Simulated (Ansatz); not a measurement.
The first iterations of a band of BH4NO2 + H5NSi (15 atoms, charge 0, multiplicity 1).

Level of theory: RKS B3LYP-D4/def2-SVP (Ansatz 0.2.0).

```
movable images  : 9
climbing image  : yes
spring          : 5.0 eV/Å²
optimiser       : quadratic models (default)
start path      : through a guess of the saddle point
force threshold : 0.05 eV/Å
iteration limit : 60
end points      : relaxed
```

Image 0:

```xyz
15
Properties=species:S:1:pos:R:3
B 0.105 -0.492 0.273
N -0.399 -0.912 1.537
H -1.316 -1.312 1.682
H 0.241 -1.083 2.304
O 1.424 -0.127 0.209
H 1.658 0.233 -0.655
O -0.662 -0.391 -0.864
H -1.583 -0.649 -0.752
N -0.271 2.353 1.756
H -1.150 2.754 1.442
Si 1.213 3.010 1.143
H 2.350 2.475 1.941
H 1.519 2.766 -0.307
H 1.140 4.495 1.300
H -0.363 1.345 1.877
```

Image 10:

```xyz
15
Properties=species:S:1:pos:R:3
B -0.238 1.416 0.635
N -0.226 -2.068 1.322
H -0.493 -2.579 0.477
H 0.616 -2.530 1.673
O 0.780 0.604 1.046
H 0.491 -0.326 1.155
O -1.518 0.954 0.393
H -1.579 0.005 0.552
N 0.038 2.807 0.444
H -0.734 3.387 0.131
Si 1.587 3.565 0.706
H 2.067 3.427 2.114
H 2.656 3.033 -0.191
H 1.411 5.020 0.411
H -0.954 -2.250 2.017
```

| iteration | highest image above the first end (eV) | largest band force component (eV/Å) |
| --- | --- | --- |
| 1 | 15.875 | 55.916 |
| 2 | 3.756 | 7.840 |
| 3 | 2.006 | 4.468 |
| 4 | 1.805 | 3.917 |
| 5 | 1.303 | 2.465 |
| 6 | 1.242 | 3.502 |
| 7 | 1.405 | 2.490 |
| 8 | 1.495 | 0.798 |
| 9 | 1.699 | 0.956 |
| 10 | 1.749 | 1.258 |
| 11 | 1.625 | 1.228 |
| 12 | 1.471 | 1.236 |
| 13 | 1.168 | 1.504 |
| 14 | 0.974 | 1.522 |
| 15 | 0.842 | 1.005 |
| 16 | 0.769 | 0.634 |
| 17 | 0.579 | 0.631 |
| 18 | 0.597 | 0.465 |
| 19 | 0.618 | 0.458 |
| 20 | 0.641 | 1.167 |

Task: Does the band converge within its limit, and where does its top end?

Result: It converged. It ended after 60 iterations with the highest image 1.065 eV above the first end. The profile has 3 maxima (images 1, 4, 8) with wells between them (images 3, 6): this band takes more than one step, which may be the mechanism or a detour left from its start path. A vibrational analysis at the climbing image gives one clearly imaginary mode, 1403i cm⁻¹: a first-order saddle point. The orbitals stay closed-shell, which can raise the energy where a bond breaks towards radicals; this wasn't checked here.

Time of the run: 21 min on 4 threads of Arm Neoverse V1, on a shared host, peak memory 0.4 GiB.
